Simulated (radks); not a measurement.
The numbers below are computed, except where a source is named.
Sb25+, 26 electrons, occupied as [Ar] 3d8. Level of theory: scalar-relativistic Kohn-Sham, LB94 model potential, spin-polarised, spherical densities, finite nucleus; open shells are filled with parallel spins first (spin-orbit coupling, left out, can overturn this in heavy ions); Fermi nuclear charge, rms radius 4.6802 fm (a radial shooting solver on a logarithmic mesh with Libxc functionals). Some entries of the table are withheld. Estimate them.

| orbital | occ. | eigenvalue (hartree) | r(max) (bohr) | <r^2> (bohr^2) |
|---|---|---|---|---|
| 1s down | 1 | -1152.685 | 0.01834 | 0.001090 |
| 1s up | 1 | -1152.679 | 0.01834 | 0.001090 |
| 2s up | 1 | -203.8128 | 0.1035 | 0.01754 |
| 2s down | 1 | -203.8002 | 0.1034 | 0.01752 |
| 2p down | 3 | -186.6852 | 0.08279 | 0.01381 |
| 2p up | 3 | -186.6843 | 0.08279 | 0.01383 |
| 3s up | 1 | -63.90915 | 0.2950 | (1) |
| 3s down | 1 | -63.69879 | 0.2951 | (2) |
| 3p up | 3 | -58.31215 | 0.2872 | 0.1159 |
| 3p down | 3 | -58.09998 | 0.2873 | 0.1162 |
| 3d up | 5 | (3) | 0.2349 | 0.09738 |
| 3d down | 3 | (4) | 0.2347 | 0.09757 |

Answer. 
(1) 3s up <r^2> (bohr^2): 0.1175
(2) 3s down <r^2> (bohr^2): 0.1178
(3) 3d up eigenvalue (hartree): -50.08675
(4) 3d down eigenvalue (hartree): -49.87974
